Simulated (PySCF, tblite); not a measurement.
Isomers of C3H7FSSi, one GFN2-xTB conformer each. Single-point energies are computed at PBE0/pcSseg-1 (PySCF, gas phase, no added dispersion term), electronic only.

```json
{"SMILES": "C=C(CF)S[SiH3]", "GFN2-xTB relative energy (kcal/mol)": "16.8"}
{"SMILES": "C[SiH2]S/C=C/F", "GFN2-xTB relative energy (kcal/mol)": "22.2"}
{"SMILES": "C=C([SiH2]F)SC", "GFN2-xTB relative energy (kcal/mol)": "0.0"}
```

Conformers: `[CH2:1]=[C:2]([CH2:3][F:4])[S:5][SiH3:6]` with C1–C2–C3–F4 0°, C1–C2–S5–Si6 -9°; `[CH3:1][SiH2:2][S:3]/[CH:4]=[CH:5]/[F:6]` with C1–Si2–S3–C4 180°, Si2–S3–C4–C5 180°; `[CH2:1]=[C:2]([SiH2:3][F:4])[S:5][CH3:6]` with C1–C2–Si3–F4 1°, C1–C2–S5–C6 0°.

Q: What does PBE0/pcSseg-1 give for the same structures?

A: 
```tsv
SMILES	PBE0/pcSseg-1 E (Eh)	PBE0/pcSseg-1 (kcal/mol)	GFN2-xTB (kcal/mol)	point group
C=C([SiH2]F)SC	-905.53548	0.0	0.0	Cs
C[SiH2]S/C=C/F	-905.50030	22.1	22.2	Cs
C=C(CF)S[SiH3]	-905.48668	30.6	16.8	near Cs
```

Both levels put the same isomer lowest; measured from each level's own lowest isomer, the values differ by up to 13.8 kcal/mol (C=C(CF)S[SiH3]: 16.8 against 30.6). As drawn, the lowest has an Si–F bond and an Si–C bond, which the highest lacks.

Q: Which frontier levels, dipoles and rotational constants go with these structures?

A: 
| SMILES | HOMO (eV, PBE0/pcSseg-1) | LUMO (eV) | dipole (D) | A, B, C (MHz) |
| --- | --- | --- | --- | --- |
| C=C([SiH2]F)SC | -6.50 | -0.35 | 2.19 | 5633, 1196, 1005 |
| C[SiH2]S/C=C/F | -6.32 | 0.04 | 2.53 | 8951, 829.6, 769.5 |
| C=C(CF)S[SiH3] | -6.77 | -0.12 | 1.90 | 6085, 1104, 953.2 |

Q: What happens when harmonic zero-point energies from GFN2-xTB frequencies are added?

A: 
```
        SMILES  ZPE (kcal/mol)  electronic (kcal/mol)  with ZPE (kcal/mol)
C=C([SiH2]F)SC            55.5                    0.0                  0.0
C[SiH2]S/C=C/F            55.2                   22.1                 21.7
C=C(CF)S[SiH3]            54.5                   30.6                 29.7
```

The zero-point energies span 1.0 kcal/mol. The order is unchanged.
